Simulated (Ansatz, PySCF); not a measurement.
Reaction (SMILES): CS (CH4S) -> [CH3] (CH3) + [SH] (HS) (the C-S bond at the site shown breaks; other sites are not compared here)
Geometries: B3LYP-D3(BJ)/def2-TZVP minima from Ansatz (a quantum-chemistry and plane-wave program).

Wanted: bond dissociation energy (enthalpy at 298 K, with B3LYP-D3(BJ) rigid-rotor harmonic-oscillator terms from PySCF), in kJ/mol. Correlated levels leave the core frozen unless marked. Open shells are spin-unrestricted. No spin-orbit coupling. Non-relativistic. CBS(X,Y): correlation extrapolated as X^-3; Hartree-Fock from the larger set.

```tsv
level	program	bond dissociation energy (kJ/mol)
PBE-D3(BJ)/def2-TZVPD	Ansatz + dftd3	321.7
PBE0-D3(BJ)/def2-TZVPD	Ansatz + dftd3	311.4
HSE06/def2-TZVPD	Ansatz	308.2
CAM-B3LYP/def2-TZVPD	Ansatz	[?]
B2GP-PLYP/def2-TZVPD	Ansatz	299.7
B2PLYP-D3(BJ)/def2-TZVPD	Ansatz + dftd3	[?]
SCS-MP2/aug-cc-pV(T+d)Z	Ansatz	315.7
CCSD/def2-TZVPP	Ansatz	[?]
CCSD(T)/CBS(cc-pV(T+d)Z,cc-pV(Q+d)Z)	Ansatz	314.3
```

Task: Some entries are withheld; supply them.

Result: 
- CAM-B3LYP/def2-TZVPD, bond dissociation energy (kJ/mol): 294.3
- B2PLYP-D3(BJ)/def2-TZVPD, bond dissociation energy (kJ/mol): 301.7
- CCSD/def2-TZVPP, bond dissociation energy (kJ/mol): 288.2
